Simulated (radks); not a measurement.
Problem. Rh0.5+, configuration [Kr] 4d7.5 5s1 (fractional occupations, a model configuration). Calculated with a radial shooting solver on a logarithmic mesh with Libxc functionals: scalar-relativistic Kohn-Sham, PBEsol, spin-unpolarised, spherical densities, finite nucleus; Fermi nuclear charge, rms radius 4.4945 fm. Some entries of the table are withheld. Estimate them.

orbital,occ.,eigenvalue (hartree),<r> (bohr),<r^2> (bohr^2)
1s,2,-846.3395,0.03264,0.001439
2s,2,-122.8854,0.1420,0.02376
2p,6,-110.1759,0.1237,(1)
3s,2,(2),0.3909,0.1749
3p,6,-17.94112,0.3907,0.1774
3d,10,-11.25441,(3),0.1641
4s,2,-3.23266,0.9789,1.086
4p,6,-2.05277,1.079,1.336
4d,7.5,-0.40605,1.531,(4)
5s,1,-0.29558,(5),10.45

Solution. 
(1) 2p <r^2> (bohr^2): 0.01870
(2) 3s eigenvalue (hartree): -22.11912
(3) 3d <r> (bohr): 0.3705
(4) 4d <r^2> (bohr^2): 2.876
(5) 5s <r> (bohr): 3.022
